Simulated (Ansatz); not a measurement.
Start from `C[SiH2]O` and change one element to get `C[SiH2][TeH]`.

Ansatz, PBE0-D4/def2-TZVP geometries, multiplicity 1. Each molecule was computed in one conformer, which needn't be the lowest.

Elements past krypton have def2 core potentials.

| property | `C[SiH2]O` |
| --- | --- |
| HOMO energy (PBE0/def2-TZVPP) / eV | -8.42 |
| HOMO–LUMO gap (PBE/def2-TZVPP) / eV | 6.55 |
| size of the dipole moment (ωB97M-V/def2-TZVPP) / D | 1.68 |
| size of the dipole moment (PBE/def2-TZVPP) / D | 1.65 |
| HOMO energy (ωB97M-V/def2-TZVPP) / eV | -10.73 |
| HOMO energy (B3LYP/def2-TZVPP) / eV | -8.21 |

Q: What does the change do to each property? (Best estimate.)

A: The calculation gave: 
```csv
property,`C[SiH2][TeH]`,shift
HOMO energy (PBE0/def2-TZVPP) / eV,-6.40,2.02
HOMO–LUMO gap (PBE/def2-TZVPP) / eV,4.08,-2.47
size of the dipole moment (ωB97M-V/def2-TZVPP) / D,1.45,-0.23
size of the dipole moment (PBE/def2-TZVPP) / D,1.37,-0.28
HOMO energy (ωB97M-V/def2-TZVPP) / eV,-8.48,2.25
HOMO energy (B3LYP/def2-TZVPP) / eV,-6.18,2.03
```

With PBE0 the HOMO rises by 2.02 eV and the LUMO falls by 0.97 eV, so the gap narrows by about 2.99 eV. PBE moves the HOMO by 1.56 eV and ωB97M-V by 2.25 eV. Dipoles are sizes alone; their direction can turn.

B3LYP here is the variant with VWN-RPA as its local correlation; programs differ in this.

Spin–orbit coupling is left out; it splits and shifts lone-pair levels of the heavy atoms by tenths of an eV.
